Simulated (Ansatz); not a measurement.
Ansatz results at the PBE0-D4/def2-TZVP geometry: zero-point energy (PBE0-D4/def2-TZVP) 369.4 kJ/mol; HOMO–LUMO gap (B3LYP/def2-TZVPP) 6.33 eV; HOMO energy (ωB97M-V/def2-TZVPP) -8.12 eV.

Each molecule was computed in one conformer, which needn't be the lowest.

Problem. Which molecule gave them?
A. `C=C(O)C=N`
B. `OC1CCCC1`
C. `CC(C)=C(C)O`
D. `F[SiH]1CO1`

Solution. C. The others give `OC1CCCC1`: 381.8, 7.85, -10.00; `F[SiH]1CO1`: 111.0, 7.55, -10.28; `C=C(O)C=N`: 209.8, 5.10, -9.07.

B3LYP here is the variant with VWN-RPA as its local correlation; programs differ in this.
